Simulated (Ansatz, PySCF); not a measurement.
Dimer: HF (SMILES F) (first 2 atoms) with C2H4 (SMILES C=C); geometry from B3LYP-D3(BJ)/def2-TZVP, rigid monomers moved along the line of their centres of mass till H2···C4 is 2.02 Å.
(charge 0, multiplicity 1):
```xyz
8

F     -0.044     0.400    -0.270
H     -0.018     0.283     0.658
C      0.401    -0.502     2.467
C     -0.332     0.595     2.625
H     -0.054    -1.480     2.362
H      1.483    -0.465     2.447
H      0.122     1.571     2.740
H     -1.415     0.556     2.655
```

Monomers are frozen at their geometry in the pair; levels with a basis set take the counterpoise correction.

Correlated levels freeze the cores. CBS: X⁻³ extrapolation of the correlation energy, Hartree–Fock from the larger set.

Programs: Ansatz (Gaussian basis) for Hartree–Fock, density functionals and correlated methods; PySCF for the dispersion terms. 

PBE/def2-TZVPPD gives -4.52 kcal/mol for the interaction energy.

**Question.** Where do these levels fall relative to PBE: PBE-D3(BJ)/def2-TZVPPD, r2SCAN/def2-TZVPPD, PBE0/def2-TZVPPD, wB97M-V/def2-TZVPPD, MP2/CBS(aug-cc-pVDZ, aug-cc-pVTZ), MP2/CBS(aug-cc-pVDZ, aug-cc-pVTZ) + ΔCCSD(T)/aug-cc-pVDZ.

**Answer.** PBE-D3(BJ)/def2-TZVPPD -0.79; r2SCAN/def2-TZVPPD -0.40; PBE0/def2-TZVPPD 0.03; wB97M-V/def2-TZVPPD 0.29; MP2/CBS(aug-cc-pVDZ, aug-cc-pVTZ) 0.42; MP2/CBS(aug-cc-pVDZ, aug-cc-pVTZ) + ΔCCSD(T)/aug-cc-pVDZ 0.91 kcal/mol. 4 of 6 lie above PBE; the widest gap is to MP2/CBS(aug-cc-pVDZ, aug-cc-pVTZ) + ΔCCSD(T)/aug-cc-pVDZ.

Ansatz is a first-principles code.
